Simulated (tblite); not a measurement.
Compound: C₂H₁₁FSSi₃.
SMILES with atom numbers: `[CH3:1][SiH2:2][CH2:3][S:4][Si@@H:5]([F:6])[SiH3:7]` (hydrogens: H8, H9, H10 on C1; H11, H12 on Si2; H13, H14 on C3; H15 on Si5; H16, H17, H18 on Si7)

Computed with GFN2-xTB (tblite), gas phase: L-BFGS steps from a force-field or distance-geometry start until the largest atomic force falls under 0.01 eV/Å.

Step 0: E = -629.0167 eV
```
atom  x, y, z in Å  |  force x, y, z in eV/Å
C1     -3.2378   -0.4971    0.4385   -0.752  -0.019   1.050
Si2    -2.3950   -0.2016   -1.1862   -0.692  -0.727  -1.166
C3     -0.7343    0.6291   -0.9830    0.183   1.062  -0.340
S4      0.3930   -0.4314   -0.0657    0.335  -0.263   0.315
Si5     2.2024    0.7280    0.0205    0.464  -0.604  -0.565
F6      1.7830    2.2045    0.4878   -0.085   0.335  -0.069
Si7     3.7819   -0.1910    1.4120    0.072  -0.294   0.647
H8     -3.3693    0.4478    0.9934    0.030  -0.455  -0.158
H9     -2.6750   -1.1839    1.0769   -0.128   0.172  -0.105
H10    -4.2428   -0.9299    0.2879    0.528   0.222   0.101
H11    -3.2640    0.6533   -2.0211    0.174   0.062   0.040
H12    -2.2516   -1.4955   -1.9086    0.104   0.303   0.167
H13    -0.8703    1.5843   -0.4465    0.281  -0.333  -0.182
H14    -0.3134    0.8433   -1.9750    0.044  -0.001   0.344
H15     2.7096    0.8351   -1.3785   -0.373   0.248   0.422
H16     3.2816   -0.3016    2.8286    0.271   0.035  -0.589
H17     4.1707   -1.5567    0.9670   -0.130   0.412   0.119
H18     5.0225    0.6229    1.4403   -0.326  -0.154  -0.030
```

**Question.** Estimate the geometry and energy of step 1. (The exact step hangs on the optimiser's Hessian estimate; all steps are aligned on step 0, rigid shifts and turns removed.)

**Answer.** E = -629.1057 eV, largest force 0.593 eV/Å
```
atom  x, y, z in Å  |  force x, y, z in eV/Å
C1     -3.2485   -0.4973    0.4535   -0.093  -0.014   0.155
Si2    -2.4049   -0.2120   -1.2029   -0.384  -0.332  -0.306
C3     -0.7317    0.6443   -0.9878   -0.149   0.163  -0.152
S4      0.3978   -0.4351   -0.0612    0.145  -0.080   0.144
Si5     2.2090    0.7193    0.0125    0.289  -0.235  -0.174
F6      1.7818    2.2093    0.4868    0.036  -0.051  -0.187
Si7     3.7829   -0.1952    1.4212    0.035  -0.158   0.385
H8     -3.3688    0.4413    0.9911   -0.036  -0.110   0.062
H9     -2.6768   -1.1815    1.0754   -0.054   0.055   0.032
H10    -4.2352   -0.9267    0.2893    0.084   0.044   0.117
H11    -3.2615    0.6541   -2.0205    0.054   0.128  -0.068
H12    -2.2501   -1.4912   -1.9062    0.118   0.035   0.011
H13    -0.8663    1.5795   -0.4491    0.221   0.031   0.005
H14    -0.3128    0.8433   -1.9701    0.191   0.097   0.050
H15     2.7043    0.8386   -1.3725   -0.288   0.251   0.211
H16     3.2855   -0.3011    2.8202    0.192   0.013  -0.363
H17     4.1689   -1.5508    0.9687   -0.093   0.289   0.096
H18     5.0178    0.6206    1.4399   -0.269  -0.125  -0.018
```

The energy changes by -0.0890 eV. The first-order estimate −F·Δx gives -0.1342 eV and the mean of the old and new forces, exact on a quadratic surface, -0.0891 eV. The step makes an angle of 0° with the force vector and moves no atom by more than 0.022 Å.

The cost below is that of the whole relaxation. Time: 1.1 s. Hardware: one thread, Arm Neoverse N1 (aarch64), shared host.
